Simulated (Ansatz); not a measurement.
C$_{2}$H$_{7}$FSSi (`CC(F)S[SiH3]`), relaxed with RKS PBE0-D4/def2-TZVP in Ansatz 0.2.0 from a PBE-D4/def2-SVP geometry. The force threshold is 0.005 eV/Å; the program also tests the step.

Charge 0, multiplicity 1.

Start:

```xyz
12

C     1.570    0.028   -0.652
C     0.153    0.170   -1.167
F    -0.323    1.438   -0.859
S    -1.007   -1.127   -0.509
Si   -1.477   -0.252    1.414
H     1.602    0.134    0.450
H     2.211    0.816   -1.101
H     1.983   -0.963   -0.921
H     0.101    0.042   -2.270
H    -2.341    0.971    1.308
H    -0.235    0.084    2.194
H    -2.236   -1.341    2.115
```

```
step  energy (eV)  largest force (eV/Å)  largest move (Å)
   1  -23608.9307                 0.624             0.000
   2  -23608.9765                 0.255             0.034
   3  -23608.9814                 0.090             0.033
   4  -23608.9826                 0.055             0.013
   5  -23608.9829                 0.023             0.005
   6  -23608.9831                 0.035             0.016
   7  -23608.9836                 0.019             0.033
   8  -23608.9839                 0.023             0.052
   9  -23608.9840                 0.020             0.028
  10  -23608.9842                 0.017             0.025
  11  -23608.9842                 0.016             0.021
  12  -23608.9842                 0.014             0.018
  13  -23608.9843                 0.006             0.005
  14  -23608.9843                 0.004             0.009
  15  -23608.9843                 0.004             0.011
  16  -23608.9843                 0.003             0.011
  17  -23608.9843                 0.002             0.008
```

End:

```xyz
12

C     1.512    0.077   -0.606
C     0.135    0.153   -1.205
F    -0.354    1.436   -1.056
S    -1.048   -1.061   -0.535
Si   -1.414   -0.285    1.423
H     1.483    0.270    0.467
H     2.157    0.822   -1.080
H     1.935   -0.914   -0.771
H     0.156   -0.061   -2.277
H    -2.119    1.018    1.384
H    -0.163   -0.138    2.212
H    -2.280   -1.316    2.044
```

Run time 74 s (4 threads of an Arm Neoverse V1 on a shared host); peak host memory 0.6 GiB.
